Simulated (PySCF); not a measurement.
A species of formula C6H11B has this rotational fingerprint, computed with PBE0-D3(BJ)/def2-SVP geometry optimisation, gas phase (PySCF):

| Quantity | Value |
| --- | --- |
| Rotational constants | A = 4277, B = 1859, C = 1318 MHz |
| Dipole components | \|μa\| = 0.73 D, \|μb\| = 1.66 D, \|μc\| = 0.00 D |
| Inertial defect | -6.56 u·Å² |
| κ | -0.63 |

**Question.** Which candidate fits, each taken in the one conformer that was computed?
A. `[CH3:1][C:2]#[C:3][CH2:4][B:5]([CH3:6])[CH3:7]` with C3–C4–B5–C6 8°
B. `[CH2:1]=[CH:2][BH:3][CH:4]1[CH2:5][CH2:6][CH2:7]1` with C1–C2–B3–C4 178°, C2–B3–C4–C5 134°, B3–C4–C5–C6 -145°, C4–C5–C6–C7 17°, C5–C6–C7–C4 -17°, B3–C4–C7–C6 143°
C. `[BH2:1]/[C:2](=[CH:3]\[CH3:4])[C:5](=[CH2:6])[CH3:7]` with B1–C2–C5–C6 5°
D. `[CH2:1]=[CH:2][CH2:3][BH:4][CH:5]1[CH2:6][CH2:7]1` with C1–C2–C3–B4 -110°, C2–C3–B4–C5 2°, C3–B4–C5–C6 147°

**Answer.** C. It is B/C(=C\C)C(=C)C, an asymmetric top. The candidates at the same level (rigid rotor, commonest isotopes):

```csv
SMILES,A (MHz),B (MHz),C (MHz),μa (D),μb (D),μc (D),Δ (u·Å²),point group,rotor
C=CCBC1CC1,5894,1233,1148,0.66,0.26,0.24,-55.39,C1,near-prolate asymmetric top
CC#CCB(C)C,6367,1100,962.6,0.21,0.16,0.03,-13.63,C1,near-prolate asymmetric top
C=CBC1CCC1,7595,1261,1146,0.46,0.49,0.04,-26.31,C1,near-prolate asymmetric top
B/C(=C\C)C(=C)C,4277,1859,1318,0.73,1.66,0.00,-6.56,–,asymmetric top
```

`CC#CCB(C)C` has A 49 % too high; `C=CBC1CCC1` has A 78 % too high; `C=CCBC1CC1` has A 38 % too high. No structure here is proved a minimum.
